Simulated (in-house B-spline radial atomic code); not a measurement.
Response and correlation of Sb47+

Closed shell [He] 2s2. Computed with an all-electron radial atomic-structure program (B-spline basis): Dirac-Hartree-Fock, relativistic RPA (time-dependent Dirac-Hartree-Fock) for the response and second-order many-body perturbation theory for correlation, no-pair Dirac-Coulomb Hamiltonian, finite nucleus.

```
multipole (bohr³, bohr⁵, bohr⁷)   uncoupled  coupled RPA
                         dipole  0.00085317            ?
                     quadrupole  1.7005e-06   1.7402e-06
                       octupole  3.3952e-08   3.4496e-08
```

**Question.** What is the coupled dipole polarisability?

**Answer.** 0.0011928 atomic units, +40 % against the uncoupled value.

**Question.** Which subshells carry the dipole polarisability?

**Answer.** 2s1/2 100.0 %, 1s1/2 -0.0 %.

**Question.** What does the dipole shielding factor come to?

**Answer.** The dipole shielding factor is 0.078, against the exact N/Z = 4/51 = 0.078 of the non-relativistic theorem.

Dipole polarisability at imaginary frequency:

```json
{"u (Eh)": "0", "α(iu) (bohr³)": "0.001193"}
{"u (Eh)": "6.65", "α(iu) (bohr³)": "0.0006928"}
{"u (Eh)": "16.6", "α(iu) (bohr³)": "0.0003584"}
{"u (Eh)": "33.3", "α(iu) (bohr³)": "0.0001551"}
{"u (Eh)": "49.9", "α(iu) (bohr³)": "9.144e-05"}
{"u (Eh)": "66.5", "α(iu) (bohr³)": "6.479e-05"}
{"u (Eh)": "99.8", "α(iu) (bohr³)": "4.225e-05"}
{"u (Eh)": "133", "α(iu) (bohr³)": "3.195e-05"}
{"u (Eh)": "166", "α(iu) (bohr³)": "2.565e-05"}
{"u (Eh)": "233", "α(iu) (bohr³)": "1.778e-05"}
{"u (Eh)": "333", "α(iu) (bohr³)": "1.148e-05"}
{"u (Eh)": "499", "α(iu) (bohr³)": "6.616e-06"}
{"u (Eh)": "665", "α(iu) (bohr³)": "4.368e-06"}
{"u (Eh)": "998", "α(iu) (bohr³)": "2.368e-06"}
{"u (Eh)": "1660", "α(iu) (bohr³)": "1.044e-06"}
{"u (Eh)": "3330", "α(iu) (bohr³)": "3.052e-07"}
```

**Question.** What dispersion coefficients follow for two such ions (the dispersion part alone)?

**Answer.** C6 = (3/π)∫α(iu)²du = 9.774e-06 hartree·bohr⁶ and C8 = 1.874e-07 hartree·bohr⁸.

Lowest J = 1 odd-parity excitations:

```
energy (eV)  oscillator strength  leading channel  weight
     101.63              0.00749     2s1/2 → p1/2   0.986
     435.96                 0.16     2s1/2 → p3/2   0.986
     4821.3                0.238     2s1/2 → p1/2   0.998
       4909                0.474     2s1/2 → p3/2   0.998
     6435.2                0.058     2s1/2 → p1/2   0.999
     6471.7                0.122     2s1/2 → p3/2   0.999
     7174.2               0.0239     2s1/2 → p1/2   0.999
     7192.8                0.051     2s1/2 → p3/2   0.999
```

Second-order correlation energy by the highest angular momentum of the excited pair (hartree): s -0.01838, p -0.2476, d -0.01129, f -0.002906, g -0.001057, h -0.0004724, i -0.0002359, k -0.0001305.

**Question.** What is the second-order correlation energy at the partial-wave limit?

**Answer.** The listed waves sum to -0.28205 hartree; extrapolating the increments as (l + 1/2)⁻⁴ gives -0.28232 hartree, -1.92 eV per electron.
